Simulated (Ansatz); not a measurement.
```yaml
atoms:
  - { symbol: C, position_ang: [-0.0258, -0.0088, -1.1099] }
  - { symbol: S, position_ang: [0.0283, -0.0187, 0.6579] }
  - { symbol: H, position_ang: [-0.0118, -1.1245, -1.4832] }
  - { symbol: H, position_ang: [-0.9293, 0.4768, -1.5148] }
  - { symbol: H, position_ang: [0.8967, 0.4321, -1.5932] }
  - { symbol: H, position_ang: [-0.0475, 1.2636, 0.8444] }
```

Basis set: cc-pVDZ (spherical functions). Frozen core: 6 orbitals. Charge 0, multiplicity 1.

Computed with Ansatz (development build ahead of 0.2.0); each method stands on the lowest determinant of its kind that the runs found. Restricted open shells among the atoms or ions are ROHF, correlated in semicanonical orbitals with singles.

Q: Give the atomization energy at this shape (free ground-state atoms in the same class of orbitals less the molecule, no zero-point energy) of singlet CH₄S by RHF-MP2, RHF.

A:

```csv
method,atomization energy
RHF-MP2,18.74 eV
RHF,14.83 eV
```

Caution: the shape is not the minimum.
